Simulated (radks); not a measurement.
Task: Species: Pt IV. Configuration: [Xe] 4f14 5d7. All-electron calculation, scalar-relativistic Kohn-Sham, LDA (Slater exchange, Perdew-Wang correlation), spin-polarised, spherical densities, finite nucleus; open shells are filled with parallel spins first (spin-orbit coupling, left out, can overturn this in heavy ions); Fermi nuclear charge, rms radius 5.427 fm. Program: a radial shooting solver on a logarithmic mesh with Libxc functionals. Some entries of the table are withheld. Estimate them.

| orbital | occ. | eigenvalue (eV) | r(max) (bohr) | <r> (bohr) |
|---|---|---|---|---|
| 1s up | 1 | -78368.81 | 0.01063 | 0.01716 |
| 1s down | 1 | -78368.80 | 0.01063 | 0.01716 |
| 2s up | 1 | -13799.31 | 0.06128 | 0.07241 |
| 2s down | 1 | -13799.09 | 0.06128 | 0.07241 |
| 2p up | 3 | -11973.02 | 0.05060 | 0.06525 |
| 2p down | 3 | -11972.84 | 0.05060 | 0.06524 |
| 3s up | 1 | -3268.287 | 0.1728 | 0.1873 |
| 3s down | 1 | -3268.175 | 0.1728 | 0.1873 |
| 3p up | 3 | -2736.184 | 0.1718 | 0.1883 |
| 3p down | 3 | -2736.066 | 0.1718 | 0.1883 |
| 3d up | 5 | -2156.934 | 0.1398 | 0.1705 |
| 3d down | 5 | -2156.766 | 0.1398 | 0.1705 |
| 4s up | 1 | -729.5936 | 0.3900 | 0.4154 |
| 4s down | 1 | -729.3653 | 0.3900 | 0.4154 |
| 4p up | 3 | -554.9407 | 0.4101 | 0.4422 |
| 4p down | 3 | -554.7110 | 0.4101 | 0.4422 |
| 4d up | 5 | -342.4593 | 0.4182 | 0.4685 |
| 4d down | 5 | -342.1869 | 0.4182 | 0.4683 |
| 5s up | 1 | -138.0227 | 0.8683 | 0.9494 |
| 5s down | 1 | -136.5249 | 0.8663 | 0.9466 |
| 4f up | 7 | -106.2029 | 0.3843 | 0.5163 |
| 4f down | 7 | -105.8121 | 0.3842 | 0.5149 |
| 5p up | 3 | -91.9306 | 0.9754 | (1) |
| 5p down | 3 | -90.1434 | 0.9724 | (2) |
| 5d up | 5 | -39.9162 | 1.229 | 1.484 |
| 5d down | 2 | -37.9703 | 1.226 | 1.494 |

Result: 
(1) 5p up <r> (bohr): 1.093
(2) 5p down <r> (bohr): 1.090
